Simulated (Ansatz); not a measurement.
Bond stretch in BH, singlet.

Level of theory: full CI/cc-pVTZ, frozen core (Ansatz, a quantum-chemistry and plane-wave program).

Relative to R = 1.24 Å, what are the energies at R = 1.17, 1.55, 2.74, 3.05 Å?

4.4 kJ/mol at 1.17 Å, 54.0 kJ/mol at 1.55 Å, 302.7 kJ/mol at 2.74 Å, 325.9 kJ/mol at 3.05 Å.
